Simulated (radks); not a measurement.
Excited configurations of Ar IV: one electron is placed in a higher orbital outside [Ne] 3s2 3p2. The ground configuration is [Ne] 3s2 3p3. Calculated with a radial shooting solver on a logarithmic mesh with Libxc functionals: Dirac Kohn-Sham, BLYP, spin-unpolarised, spherical densities, point nucleus; open shells fill j = l - 1/2 first. Excitation = E - E(ground); binding = E(ion) - E, where the ion is the core of charge +4; n* = 4/sqrt(2 binding) in atomic units, and the quantum defect is n - n*.

outer orbital,excitation (eV),binding (eV),n*,quantum defect,<r> (bohr)
4s1/2,29.347,28.044,2.786,1.214,2.997
4p1/2,33.684,23.707,3.030,0.970,3.306
4d3/2,39.850,17.541,3.523,0.477,3.975
4f5/2,43.211,14.180,3.918,0.082,4.161
5p1/2,43.733,13.658,3.992,1.008,5.908
5d3/2,46.401,10.991,4.451,0.549,6.866
6s1/2,47.573,9.818,4.709,1.291,8.516
6p1/2,48.466,8.926,4.939,1.061,9.156
6d3/2,49.857,7.534,5.375,0.625,10.40
7f5/2,52.391,5.000,6.598,0.402,15.35

The Delta-SCF ionisation energy is 57.391 eV (NIST Atomic Spectra Database: 59.6 eV, semi-empirical). Self-interaction in the functional shifts the binding energies and quantum defects, so they are the method's values and not measured ones. Spin polarisation and multiplet splitting are left out, so open shells lie too high by an amount that depends on their filling.

Beside tabulated values, note that spin-unpolarised runs miss the spin-polarisation part of the exchange energy of open shells.
